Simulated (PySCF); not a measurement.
Electron correlation in Ba (barium, neutral)

[Xe] 5d2, high-spin 3F determinant (an excited configuration). Calculation: PySCF 2.14, in aug-cc-pVQZ-X2C (10s9p7d4f2g, 118 functions); scalar relativity by spin-free X2C-1e. Frozen: [Xe]; 2 electrons correlated.

With two correlated electrons CCSD is exact within the correlated space (frozen core and kept virtual orbitals).

| level | correlation energy (mhartree) |
| --- | --- |
| CCSD | -6.87 |

Diagnostics: T1 = 0.012, D1 = 0.0171, largest double amplitude 0.057.

Spin-orbit coupling, absent here, splits the open shell strongly.

Cost of the coupled-cluster step: roughly 30 core-seconds, for 2 correlated electrons.
